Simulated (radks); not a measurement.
Valence configurations of Rh (all share [Kr]). Calculated with a radial shooting solver on a logarithmic mesh with Libxc functionals: Dirac Kohn-Sham, BLYP, spin-unpolarised, spherical densities, finite nucleus; open shells are shared between the two j in proportion to 2j + 1; Fermi nuclear charge, rms radius 4.4945 fm. Energies are relative to 4d8 5s1; eigenvalues in eV.

| valence | E (eV) | e(4d3/2) | e(4d5/2) | e(5p1/2) | e(5p3/2) | e(5s1/2) |
|---|---|---|---|---|---|---|
| 4d8 5s1 | 0.000 | -6.067 | -5.675 | - | - | -4.319 |
| 4d7.5 5s1.5 | 0.960 | -7.372 | -6.963 | - | - | -4.786 |
| 4d8 5s0.5 5p0.5 | 1.767 | -6.959 | -6.564 | -1.407 | -1.286 | -4.956 |
| 4d7 5s2 | 2.354 | -8.766 | -8.340 | - | - | -5.265 |
| 4d7.5 5s1 5p0.5 | 2.856 | -8.234 | -7.823 | -1.600 | -1.458 | -5.386 |
| 4d8 5p1 | 3.627 | -7.736 | -7.338 | -1.774 | -1.636 | - |
| 4d7 5s1 5p1 | 6.489 | -10.351 | -9.921 | -2.158 | -1.977 | -6.331 |
| 4d6.5 5s1.5 5p1 | 8.611 | -11.780 | -11.333 | -2.368 | -2.164 | -6.775 |
| 4d6.5 5s1 5p1.5 | 10.917 | -12.464 | -12.015 | -2.678 | -2.459 | -7.212 |
| 4d5.5 5s1.5 5p2 | 19.553 | -16.123 | -15.638 | -3.399 | -3.117 | -8.494 |

NIST lists [Kr] 4d8 5s1 as the ground configuration; this level of theory agrees among the configurations tried. The energies are those of spherical spin-averaged densities, not of single terms.
